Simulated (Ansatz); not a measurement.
`CCC(Cl)CC(Cl)CC(Cl)CC(Cl)CC(C)Cl`. The state is a singlet with charge 0. Geometry r2SCAN-D4/def2-SVP, basis def2-TZVP, Ansatz.

Cartesian coordinates in Å:
```
C 1.086 -3.515 3.199
C 0.198 -2.286 3.336
C -1.182 -2.429 2.710
Cl -2.071 -3.839 3.455
C -2.081 -1.202 2.866
C -1.466 0.087 2.330
Cl -2.636 1.448 2.650
C -1.135 0.055 0.845
C -0.385 1.275 0.338
Cl 1.238 1.359 1.177
C -0.174 1.246 -1.167
C 0.545 2.451 -1.750
Cl -0.358 3.977 -1.327
C 0.699 2.417 -3.267
C 1.376 1.175 -3.833
C 1.620 1.276 -5.325
Cl 2.969 0.891 -2.983
H 2.084 -3.324 3.620
H 0.650 -4.377 3.724
H 1.216 -3.796 2.141
H 0.690 -1.427 2.842
H 0.077 -2.008 4.398
H -1.084 -2.713 1.650
H -2.307 -1.065 3.935
H -3.041 -1.389 2.358
H -0.569 0.362 2.903
H -0.528 -0.842 0.631
H -2.076 -0.042 0.273
H -0.905 2.198 0.635
H -1.166 1.145 -1.645
H 0.418 0.348 -1.419
H 1.529 2.558 -1.271
H -0.303 2.487 -3.729
H 1.258 3.313 -3.582
H 0.785 0.274 -3.607
H 2.262 2.139 -5.556
H 0.659 1.406 -5.850
H 2.107 0.367 -5.706
```

| run | HOMO (eV) | LUMO (eV) |
| --- | --- | --- |
| A | -8.26 | 0.05 |
| B | -6.88 | -1.03 |
| C | -7.86 | -0.33 |
| D | -7.20 | -0.81 |
| E | -10.55 | 2.02 |

HSE06 is defined as in plane-wave codes, on full-range PBE exchange. Single mean-field runs in def2-TZVP are fitted with def2-universal-jkfit.

Question: The runs used HSE06, PBE, PBE0, r2SCAN, ωB97M-V. Estimate which is which.

Answer: A PBE0 (25 % exact exchange); B PBE (0 % exact exchange); C HSE06 (range-separated); D r2SCAN (0 % exact exchange); E ωB97M-V (range-separated). Exact exchange lowers occupied and raises empty levels; among semilocal functionals meta-GGAs tend to open the gap a little, and such runs are hard to tell apart. The gap grows from 5.85 eV (PBE) to 12.57 eV (ωB97M-V).
